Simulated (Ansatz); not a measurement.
Breaking the Ge1–H2 bond in ClGeH (SMILES [Cl][GeH]) (multiplicity 1 held, fragments rigid). Energies count from the point at 1.606 Å.
Geometry at that point (charge 0, multiplicity 1):
```csv
atom,x (Å),y (Å),z (Å)
Ge,0.5286,-0.1625,0.5049
H,1.6204,-0.3833,-0.6516
Cl,-1.0904,0.3284,-0.9121
```

Unrestricted levels (U-) break spin symmetry where that is lower. Active spaces are followed from a long bond inwards. Curves can end on different states.

Cores are frozen in the correlated methods. Filled d and f shells under p-block atoms count as core.

Codes used: Ansatz (a program for electronic structure) with Gaussian orbitals. Each number belongs to the level named beside it.

Energies in eV.

```json
[
 {"R (Å)": "1.285", "U-HF/def2-TZVPP": "1.03", "U-wB97X-V/def2-TZVPP": "1.04", "U-CCSD/def2-TZVPP": "1.11", "CASSCF(2,2)/def2-TZVPP": "1.16", "FIC-MRCISD+Q on CASSCF(2,2)/def2-TZVPP": "1.10"},
 {"R (Å)": "1.445", "U-HF/def2-TZVPP": "0.17", "U-wB97X-V/def2-TZVPP": "0.18", "U-CCSD/def2-TZVPP": "0.21", "CASSCF(2,2)/def2-TZVPP": "0.24", "FIC-MRCISD+Q on CASSCF(2,2)/def2-TZVPP": "0.21"},
 {"R (Å)": "1.606", "U-HF/def2-TZVPP": "0.00", "U-wB97X-V/def2-TZVPP": "0.00", "U-CCSD/def2-TZVPP": "0.00", "CASSCF(2,2)/def2-TZVPP": "0.00", "FIC-MRCISD+Q on CASSCF(2,2)/def2-TZVPP": "0.00"},
 {"R (Å)": "1.766", "U-HF/def2-TZVPP": "0.19", "U-wB97X-V/def2-TZVPP": "0.17", "U-CCSD/def2-TZVPP": "0.15", "CASSCF(2,2)/def2-TZVPP": "0.11", "FIC-MRCISD+Q on CASSCF(2,2)/def2-TZVPP": "0.14"},
 {"R (Å)": "1.927", "U-HF/def2-TZVPP": "0.56", "U-wB97X-V/def2-TZVPP": "0.51", "U-CCSD/def2-TZVPP": "0.47", "CASSCF(2,2)/def2-TZVPP": "0.38", "FIC-MRCISD+Q on CASSCF(2,2)/def2-TZVPP": "0.45"},
 {"R (Å)": "2.168", "U-HF/def2-TZVPP": "1.23", "U-wB97X-V/def2-TZVPP": "1.14", "U-CCSD/def2-TZVPP": "1.06", "CASSCF(2,2)/def2-TZVPP": "0.89", "FIC-MRCISD+Q on CASSCF(2,2)/def2-TZVPP": "1.01"},
 {"R (Å)": "2.408", "U-HF/def2-TZVPP": "1.68", "U-wB97X-V/def2-TZVPP": "1.80", "U-CCSD/def2-TZVPP": "1.67", "CASSCF(2,2)/def2-TZVPP": "1.39", "FIC-MRCISD+Q on CASSCF(2,2)/def2-TZVPP": "[?]"},
 {"R (Å)": "2.810", "U-HF/def2-TZVPP": "2.00", "U-wB97X-V/def2-TZVPP": "2.59", "U-CCSD/def2-TZVPP": "2.46", "CASSCF(2,2)/def2-TZVPP": "2.03", "FIC-MRCISD+Q on CASSCF(2,2)/def2-TZVPP": "[?]"},
 {"R (Å)": "3.211", "U-HF/def2-TZVPP": "2.10", "U-wB97X-V/def2-TZVPP": "2.90", "U-CCSD/def2-TZVPP": "2.84", "CASSCF(2,2)/def2-TZVPP": "2.40", "FIC-MRCISD+Q on CASSCF(2,2)/def2-TZVPP": "2.69"},
 {"R (Å)": "3.693", "U-HF/def2-TZVPP": "2.14", "U-wB97X-V/def2-TZVPP": "3.02", "U-CCSD/def2-TZVPP": "2.97", "CASSCF(2,2)/def2-TZVPP": "2.59", "FIC-MRCISD+Q on CASSCF(2,2)/def2-TZVPP": "2.92"},
 {"R (Å)": "4.335", "U-HF/def2-TZVPP": "2.15", "U-wB97X-V/def2-TZVPP": "3.06", "U-CCSD/def2-TZVPP": "3.00", "CASSCF(2,2)/def2-TZVPP": "2.66", "FIC-MRCISD+Q on CASSCF(2,2)/def2-TZVPP": "3.00"},
 {"R (Å)": "5.138", "U-HF/def2-TZVPP": "2.15", "U-wB97X-V/def2-TZVPP": "3.07", "U-CCSD/def2-TZVPP": "3.01", "CASSCF(2,2)/def2-TZVPP": "2.68", "FIC-MRCISD+Q on CASSCF(2,2)/def2-TZVPP": "3.02"}
]
```

Some entries are withheld; supply them.


- 2.408, FIC-MRCISD+Q on CASSCF(2,2)/def2-TZVPP: 1.56
- 2.810, FIC-MRCISD+Q on CASSCF(2,2)/def2-TZVPP: 2.27

Doubts at one or more of the structures used: a spin-contaminated determinant (U-HF/def2-TZVPP, U-wB97X-V/def2-TZVPP, U-CCSD/def2-TZVPP); T1 above 0.05 (U-CCSD/def2-TZVPP).
